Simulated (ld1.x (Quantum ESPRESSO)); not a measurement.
## Configuration tests for Rh (RRKJ)

ld1.x (Quantum ESPRESSO) 7.5 input, shortened:

```
&input
   title='Rh', zed=45., rel=2, dft='PBE', iswitch=3,
   config='[Kr] 4d8 5s1 5p0', rel_dist='average'
 /
 &inputp
   pseudotype=2, tm=.false., rho0=0.02, lloc=-1, rcloc=2.55,
   nlcc=.true., new_core_ps=.true., rcore=1.25
 /
3
5S  1  0   1.00   0.00  2.85  2.85  0.0
5P  2  1   0.00   0.00  3.80  3.80  0.0
4D  3  2   8.00   0.00  1.80  1.80  0.0
 &test
   configts(1)='4d8 5s1 5p0'
 /
```

Open shells are filled in proportion to 2j + 1 (rel_dist='average').

Energies are relative to the spin-unpolarised reference configuration 4d8 5s1 5p0; without spin polarisation the order of configurations can differ from experiment.

| valence configuration | charge | ΔE all-electron (eV) | error AE − PS (meV) |
| --- | --- | --- | --- |
| 4d8 5s0 5p0 | +1 | 7.462 | -0.4 |
| 4d7 5s0 5p0 | +2 | 26.973 | -121 |
| 4d6 5s0 5p0 | +3 | 59.475 | -572 |
| 4d8 5s0.5 5p0 | +0.5 | 2.920 | +0.5 |
| 4d8 5s0 5p1 | 0 | 3.600 | -0.7 |
| 4d7 5s2 5p0 | 0 | 2.479 | +36 |

Problem. What are ΔE and the potential's error for 4d7 5s1 5p1?

Solution. ΔE = 6.615 eV all-electron; the error (AE − PS) is -23 meV.

Levels in the configuration 4d8 5s0.5 5p0:

```tsv
level	all-electron (eV)	pseudo (eV)
4d j=3/2	-9.843	-9.841
4d j=5/2	-9.446	-9.445
5s j=1/2	-7.423	-7.422
```
